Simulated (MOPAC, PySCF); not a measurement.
Dissociation curve of C2, singlet. Each curve is given relative to its own lowest point near equilibrium.

```tsv
R / Å	A	B	C	D
0.92	9.528	8.312	6.639	8.878
1.01	4.250	3.125	2.240	3.856
1.05	2.794	1.754	1.155	2.508
1.13	1.019	1.515	0.101	0.931
1.16	0.651	1.009	0.000	0.798
1.21	0.305	0.432	0.095	0.290
1.25	0.106	0.161	0.268	0.074
1.28	0.016	0.047	0.370	0.000
1.33	0.000	0.000	0.703	0.009
1.36	0.054	0.205	1.105	0.078
1.44	0.360	0.772	2.278	0.425
1.53	0.878	1.381	—	0.994
1.70	2.013	2.357	—	2.049
1.88	2.916	3.205	—	3.170
2.07	3.822	3.956	—	4.222
2.24	4.573	4.141	—	4.842
2.52	5.451	4.248	—	5.446
2.73	5.814	4.277	—	5.675
3.02	6.113	4.300	—	—
3.33	6.272	4.318	—	—
3.70	6.358	4.335	—	—
4.34	6.411	4.351	—	—
5.03	6.422	4.356	—	—
```

Energies in eV.

Q: Which curve belongs to which method? The methods are PM7, restricted, heats of formation (MOPAC); unrestricted B3LYP/6-31G*, spherical d (PySCF); PySCF with unrestricted PBE/6-31G; PySCF with unrestricted MP2 (frozen core)/3-21G.

A: A is UKS-PBE; B is UMP2/3-21G; C is PM7; D is UKS-B3LYP/6-31G*.

Dashes: no converged value, or the column stops at the first point that the program doubted or that broke a chosen test of continuity, which isn't proof of a fault.

The unrestricted determinant behind UMP2/3-21G, UKS-PBE, UKS-B3LYP/6-31G* is spin-contaminated at 0.92 to 5.03 Å (<S²> up to 2.0, against 0.00 for a pure singlet). The unrestricted solution behind UKS-PBE changes between 2.24 and 2.52 Å, which can leave a kink. The restricted form behind PM7 keeps the bonding electrons paired and can't separate into open-shell fragments. The unrestricted solution behind UKS-B3LYP/6-31G* changes between 2.07 and 2.24 Å, which can leave a kink.
